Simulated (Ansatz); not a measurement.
H2InS2 (`[SH][In][SH]`) radical. The species carries charge 0 and has multiplicity 2. In takes the def2 core potential. The geometry is a stationary point of PBE0-D4/def2-TZVP. It is one conformer, not always the lowest.

```xyz
5

S    -1.552   -1.091   -0.898
In   -0.679    1.160   -0.596
S     1.348    1.440    0.720
H    -0.556   -1.625   -0.167
H     1.440    0.116    0.942
```

(1) What is the dipole moment at PBE/def2-TZVPP? (An estimate is asked.)

(2) And with r2SCAN, B3LYP, ωB97M-V? (An estimate is asked.)

(3) Give the Mulliken charges with PBE, ωB97M-V, r2SCAN in def2-TZVPP. (An estimate is asked.)

## Answers

(1) The calculation gave: 0.47 D, with components (-0.22, 0.37, -0.19) D in this frame, pointing from negative to positive charge.

(2) Ansatz gave: r2SCAN 0.54 D, B3LYP 0.65 D, ωB97M-V 0.69 D.

(3) Computed: 
```
atom    PBE  ωB97M-V  r2SCAN
  S1  -0.35    -0.35   -0.37
 In2   0.48     0.47    0.52
  S3  -0.35    -0.35   -0.37
  H4   0.11     0.11    0.10
  H5   0.11     0.11    0.10
```

B3LYP here is the variant with VWN-RPA as its local correlation; programs differ in this.
